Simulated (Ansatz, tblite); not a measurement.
Forces on Ge₃F₆ at its PBE-D4/def2-SVP geometry. The state is a singlet with charge 0.

The xTB rows come from tblite. The structure comes from a short search, and lower isomers may exist.

GFN1-xTB (tblite), largest force 0.54 eV/Å:

```xyz
9
positions Å, forces eV/Å
Ge   -0.567   -1.270    1.718    0.311    0.137   -0.419
Ge    1.930    0.188   -0.349   -0.329    0.261    0.050
Ge   -1.646    0.419   -1.384    0.254    0.086    0.348
F    -1.667   -0.932    0.091    0.117    0.106    0.015
F     0.308    0.108   -1.529   -0.042    0.183    0.146
F    -1.471    1.733   -0.211   -0.095   -0.303   -0.275
F     1.972    1.955   -0.375   -0.017   -0.348   -0.006
F     0.647    0.194    1.218    0.004   -0.248   -0.043
F     0.493   -2.394    0.821   -0.204    0.127    0.184
```

GFN2-xTB (tblite), largest force 1.88 eV/Å:

```
Ge -0.454 -0.554 1.626
Ge 1.634 -0.487 -0.159
Ge -1.258 0.573 -1.281
F -0.285 -0.390 -0.049
F 0.116 -0.032 -0.385
F 0.055 0.168 0.298
F -0.071 0.402 -0.015
F -0.042 0.497 0.296
F 0.306 -0.177 -0.332
```

PBE-D4/def2-TZVP (Ansatz), largest force 0.11 eV/Å:

```
Ge 0.007 0.011 0.052
Ge 0.057 -0.042 -0.014
Ge -0.028 -0.020 -0.048
F -0.037 -0.023 0.006
F 0.012 -0.010 -0.056
F -0.042 0.091 0.003
F 0.014 0.089 0.001
F 0.016 0.018 0.069
F 0.002 -0.112 -0.013
```
